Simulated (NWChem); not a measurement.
SiNH₂Br, singlet; SMILES [Si](Br)N

```xyz
5

Si     0.7118     1.1685     0.0000
Br    -0.0491    -0.9871     0.0000
N     -0.8082     1.9580     0.0000
H     -1.7219     1.5116     0.0000
H     -0.8681     2.9727     0.0000
```
Atoms are numbered in this order, from 1.

Low-valent species are run as closed-shell singlets; no triplet was tried in these runs. The geometry was optimised at PBE0/def2-SVP.

Symmetry labels are those of Cs in the frame above (b1 and b2, or b-type labels, depend on it).

Question: List the 4 lowest vertical singlet excitations from CAM-B3LYP/def2-SVPD, TDA (NWChem).

Answer: 
```csv
state,energy (eV),oscillator strength,symmetry,leading excitation (squared amplitude)
S1,4.57,0.055,a",HOMO → LUMO (0.97)
S2,5.65,0.010,a",HOMO−2 → LUMO (0.98)
S3,5.72,0.007,a',HOMO−1 → LUMO (0.79)
S4,6.44,0.490,a',HOMO → LUMO+1 (0.69)
```
